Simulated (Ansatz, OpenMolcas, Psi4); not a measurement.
# Computed against measured: dipole moment

7 molecules; the dipole moment in D, computed less measured. Shapes, held fixed at every level: PBE0-D4/def2-TZVP. No vibrational averaging. Dipoles are compared by magnitude; molecules under 1 D, whose direction can flip, are left out. Programs: Ansatz 0.2.0, OpenMolcas 26.06, Psi4 1.11. A level may come from different programs for different species; with the same settings they agree closely. Measured values: NIST CCCBDB.

Levels: A = PBE/def2-TZVP; B = PBE-D4/def2-TZVPP; C = wB97M-V/def2-TZVPP.

```
               molecule  measured      A      B      C
SF2 (sulfur difluoride)      1.05  -0.15  -0.15  +0.10
      CH2N2 (cyanamide)      4.32  +0.30  +0.28  +0.30
    C2H3F (SMILES C=CF)      1.43  -0.22  -0.23  -0.09
   C2H3N (acetonitrile)      3.92  +0.02  +0.02  +0.08
        CH4O (methanol)      1.70  -0.10  -0.14  -0.06
   C2H5Br (bromoethane)      2.03  +0.05  +0.04  +0.10
C3H6O (propylene oxide)      2.01  -0.24  -0.25  -0.08
```

Q: Which level does best on this set, which worst, and which err to one side?

A: 
```tsv
level	kind	mean error	mean absolute error	worst case
PBE/def2-TZVP	GGA	-0.049	0.154	CH2N2
PBE-D4/def2-TZVPP	GGA	-0.061	0.159	CH2N2
wB97M-V/def2-TZVPP	range-separated hybrid	+0.050	0.116	CH2N2
```

On this set wB97M-V/def2-TZVPP has the smallest mean absolute error and PBE-D4/def2-TZVPP the largest. No level errs clearly to one side. All levels miss CH2N2 on one side, which points to its shape or to the tabulated value. The levels differ in basis as well as in method. The largest two are near a tie. Relativity is left out for Br. The set is small.
